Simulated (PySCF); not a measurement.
Electronic structure of Mo²⁺ (molybdenum, charge +2) at the UHF level

Configuration: [Kr] 4d4, high-spin 5D determinant. Computed with PySCF 2.14 in aug-cc-pwCVTZ-DK, with the spin-free X2C one-electron Hamiltonian (Gaussian nucleus).

```json
{
 "Total energy": "-4045.298578 hartree",
 "One-electron energy": "-5556.2324 hartree",
 "Hartree (Coulomb) energy": "1633.2485 hartree",
 "Exchange energy": "-122.3147 hartree",
 "⟨S²⟩": "6.0035",
 "⟨L²⟩": "6.029",
 "Sum of ⟨r⟩": "25.15 bohr",
 "Sum of ⟨r²⟩": "30.76 bohr²",
 "Traceless quadrupole moment −½Σ⟨3z² − r²⟩ along its main axis": "-0.935 e·bohr²",
 "Langevin diamagnetic susceptibility": "-24.4 ×10⁻⁶ cm³/mol"
}
```

| shell | electrons | mean orbital energy (hartree) | spread (hartree) | rms radius, mean of both spins (bohr) |
| --- | --- | --- | --- | --- |
| 1s β | 1 | -739.54710 | 0 | 0.0404 |
| 1s α | 1 | -739.54526 | 0 | 0.0404 |
| 2s α | 1 | -107.83679 | 0 | 0.166 |
| 2s β | 1 | -107.80589 | 0 | 0.166 |
| 2p α | 3 | -96.27677 | 0.00077 | 0.148 |
| 2p β | 3 | -96.24661 | 0.00829 | 0.148 |
| 3s α | 1 | -20.12594 | 0 | 0.456 |
| 3s β | 1 | -20.11171 | 0 | 0.456 |
| 3p α | 3 | -16.22780 | 0.01080 | 0.462 |
| 3p β | 3 | -16.20949 | 0.01692 | 0.462 |
| 3d α | 5 | -9.88345 | 0.03576 | 0.453 |
| 3d β | 5 | -9.83705 | 0.01995 | 0.453 |
| 4s α | 1 | -3.69538 | 0 | 1.18 |
| 4s β | 1 | -3.49778 | 0 | 1.18 |
| 4p α | 3 | -2.57724 | 0.03530 | 1.32 |
| 4p β | 3 | -2.30980 | 0.05159 | 1.32 |
| 4d α | 4 | -1.01330 | 0.04628 | 1.84 |

Densities and radii are taken from the X2C orbitals without a picture-change correction, which distorts them close to the nucleus.

Spin-orbit constants ζ (cm⁻¹) from the X2C one-electron operator on these orbitals: bare nucleus, nucleus screened by l(l+1)(2l+1)/3 electrons, and screened by the Breit-Pauli mean field of the electrons.

| shell | bare | screened nucleus | mean field |
| --- | --- | --- | --- |
| 2p | 580900 | 553200 | n/a |
| 3p | 96750 | 92150 | n/a |
| 3d | 13650 | 10400 | n/a |
| 4p | 12450 | 11860 | n/a |
| 4d | 1011 | 770.6 | n/a |

To first order the Landé constant is A = 192.6 cm⁻¹, so the lowest level has J = 0 and lies 0.143 eV below the centre of the term. This holds in LS coupling only.
